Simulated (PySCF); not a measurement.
**Working out the excitation energy of Br²⁺**

Br²⁺ [Ar] 3d10 4s2 4p3 (4S) → Br²⁺ [Ar] 3d10 4s1 4p3 5s1 (6S). Computed with PySCF 2.14 in aug-cc-pVDZ-DK (6s5p3d, 36 functions), with scalar relativity by spin-free X2C-1e. Frozen: [Ar] 3d10. Energies in hartree (1 hartree = 27.21139 eV):

| part | Br²⁺ (lower) | Br²⁺ (upper) |
| --- | --- | --- |
| UHF | -2603.161868 | -2602.209742 |
| CCSD correlation | -0.071594 | -0.029896 |
| (T) | -0.000644 | -0.000143 |

**Question.** What does Hartree-Fock give?

**Answer.** (-2602.209742) − (-2603.161868) = 0.952126 hartree = 25.909 eV.

**Question.** What do CCSD and CCSD(T) give?

**Answer.** The CCSD correlation energies differ by 0.041698 hartree = 1.135 eV and the triples by 0.000501 hartree = 0.014 eV, so CCSD gives 27.044 eV and CCSD(T) 27.058 eV.

A double-zeta basis recovers only part of the correlation energy.
